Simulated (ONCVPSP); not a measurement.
## Transferability test, ONCV potential for hafnium

```
Element                 : Hf (Z = 72)
Generator               : ONCVPSP 4.0.1
Type                    : optimised norm-conserving Vanderbilt (ONCV)
Functional              : LDA (Perdew-Zunger)
Relativity              : fully relativistic
Frozen core             : [Kr] 4d10 4f14
Valence charge          : 12
Reference configuration : 5s2 5p6 5d1 (charge +3)
Partial waves           : 5s: rc 1.90 bohr, ncon 4, nbas 8, qcut 7.3 1/bohr, 2 projectors, debl 1.4 Ha; 5p: rc 2.20 bohr, ncon 4, nbas 7, qcut 7 1/bohr, 2 projectors, debl 2.1 Ha; 5d: rc 2.15 bohr, ncon 3, nbas 7, qcut 6.5 1/bohr, 2 projectors, debl 1.9 Ha
Local potential         : polynomial inside 1.50 bohr (lpopt 5, dvloc0 3 Ha)
Core correction         : Teter function fitted to the true core (icmod 2), fcfact 0.55
```

Open shells are filled in proportion to 2j + 1.

In the s channel the program set the typed energies aside and used -3.469, 0.050 Ha. In the p channel the program set the typed energies aside and used -2.223, 0.050 Ha (j = l + 1/2; the other j can differ).

Energies are relative to the spin-unpolarised reference configuration 5s2 5p6 5d1; without spin polarisation the order of configurations can differ from experiment.

| valence configuration | charge | ΔE all-electron (eV) | error AE − PS (meV) |
| --- | --- | --- | --- |
| 5s2 5p6 5d2 6s2 | 0 | -44.795 | +38 |
| 5s2 5p6 5d2 6s1 | +1 | -36.595 | +14 |
| 5s2 5p6 5d2 | +2 | -22.094 | -9.8 |
| 5s2 5p6 5d2 6p2 | 0 | -36.788 | +12 |
